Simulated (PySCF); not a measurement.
A structure optimised at PBE-D3(BJ)/def2-SVP, used in a PySCF frequency run:

```
Si
O 1 1.6881
H 2 0.9727 1 114.60
H 1 1.5074 2 111.24 3 -43.28
C 1 1.8695 4 111.90 2 120.70
H 5 1.1079 1 111.52 4 -54.34
H 5 1.1084 6 108.71 1 -120.99
H 5 1.1085 6 108.63 7 -117.64
C 1 1.8932 4 107.28 2 -119.09
C 9 1.3453 1 125.73 4 125.08
H 10 1.1018 9 123.05 1 178.97
H 10 1.1021 11 118.55 9 179.56
Cl 9 1.7650 10 120.93 11 0.29
```
Charge 0, spin multiplicity 1.

Q: Write its SMILES and formula.

A: C=C(Cl)[Si@@H](C)O, C3H7ClOSi

Q: What are its rotational constants (standard atomic weights)?

A: 3.3243, 1.5161, 1.1684 GHz
